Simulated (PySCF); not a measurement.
## Potential energy of LiHg along the bond

Set-up: basis Li def2-SVPD, Hg def2-SVPD with ECP60; scalar-relativistic core potentials; PySCF 2.14. Energies in eV from Li + Hg in their ground configurations at the same level. State: ²Σ⁺ (doublet), unpaired electrons σ ↑.

All columns are LC-ωPBE. A positive dipole means Li(−)Hg(+).

| R (Å) | E (eV) | μ (D) | Mulliken charge on Li (basis-dependent) | HOMO (eV) | LUMO (eV) | Mayer bond order | ⟨S²⟩ |
| --- | --- | --- | --- | --- | --- | --- | --- |
| 2.660 | 0.028 | 0.76 | 0.05 | -5.03 | 0.08 | 0.38 | 0.76 |
| 2.784 | -0.013 | 0.64 | 0.04 | -5.08 | 0.04 | 0.34 | 0.76 |
| 2.907 | -0.036 | 0.54 | 0.03 | -5.13 | 0.00 | 0.30 | 0.76 |
| 3.000 | -0.046 | 0.47 | 0.03 | -5.16 | -0.03 | 0.26 | 0.76 |
| 3.093 | -0.051 | 0.42 | 0.03 | -5.20 | -0.05 | 0.24 | 0.75 |
| 3.186 | -0.052 | 0.37 | 0.03 | -5.23 | -0.08 | 0.21 | 0.75 |
| 3.309 | -0.052 | 0.31 | 0.03 | -5.27 | -0.10 | 0.17 | 0.75 |
| 3.464 | -0.048 | 0.24 | 0.02 | -5.31 | -0.13 | 0.14 | 0.75 |
| 3.650 | -0.042 | 0.18 | 0.02 | -5.36 | -0.15 | 0.10 | 0.75 |
| 3.897 | -0.034 | 0.11 | 0.02 | -5.40 | -0.17 | 0.07 | 0.75 |

A fit through these points gives, at Re = 3.218 Å, μ = 0.35 D and dμ/dR = -0.502 D/Å; the reduced mass is 6.78 u.

How strong is the fundamental in the double-harmonic approximation, I = 42.26·(dμ/dR)²/μred km/mol?

I = 42.26·(-0.502)²/6.78 = 1.57 km/mol at LC-ωPBE.

The bond is weak. Basis-set superposition, not corrected here, can be much of De in a small basis, most of all at correlated wavefunction levels. Functionals without a dispersion term scatter widely for such bonds, and LDA overbinds them. Spin–orbit coupling is left out. The state was picked by a PBE0 search and need not be the measured ground state.
